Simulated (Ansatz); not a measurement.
Start from `[CH3][GaH][NH]CF` and change one atom or group to get `C[NH][GaH][CH3]`.

Ansatz, PBE0-D4/def2-TZVP geometries, multiplicity 1. Each molecule was computed in one conformer, which needn't be the lowest.

Scalar relativity is left out up to krypton.

| property | `[CH3][GaH][NH]CF` |
| --- | --- |
| HOMO–LUMO gap (B3LYP/def2-TZVPP) / eV | 6.33 |
| HOMO–LUMO gap (PBE0/def2-TZVPP) / eV | 6.84 |
| HOMO energy (ωB97M-V/def2-TZVPP) / eV | -9.94 |
| HOMO energy (B3LYP/def2-TZVPP) / eV | -7.35 |
| LUMO energy (PBE/def2-TZVPP) / eV | -1.53 |
| LUMO energy (B3LYP/def2-TZVPP) / eV | -1.02 |

Q: What does the change do to each property? (Estimate.)

A: The calculation gave: 
```json
{"property": "HOMO–LUMO gap (B3LYP/def2-TZVPP) / eV", "`C[NH][GaH][CH3]`": "5.78", "shift": "-0.55"}
{"property": "HOMO–LUMO gap (PBE0/def2-TZVPP) / eV", "`C[NH][GaH][CH3]`": "6.24", "shift": "-0.60"}
{"property": "HOMO energy (ωB97M-V/def2-TZVPP) / eV", "`C[NH][GaH][CH3]`": "-8.87", "shift": "1.07"}
{"property": "HOMO energy (B3LYP/def2-TZVPP) / eV", "`C[NH][GaH][CH3]`": "-6.34", "shift": "1.01"}
{"property": "LUMO energy (PBE/def2-TZVPP) / eV", "`C[NH][GaH][CH3]`": "-1.07", "shift": "0.46"}
{"property": "LUMO energy (B3LYP/def2-TZVPP) / eV", "`C[NH][GaH][CH3]`": "-0.56", "shift": "0.46"}
```

With PBE0 the HOMO rises by 1.04 eV and the LUMO rises by 0.44 eV, so the gap narrows by about 0.60 eV. PBE moves the HOMO by 0.95 eV and ωB97M-V by 1.07 eV.

B3LYP here is the variant with VWN-RPA as its local correlation; programs differ in this.
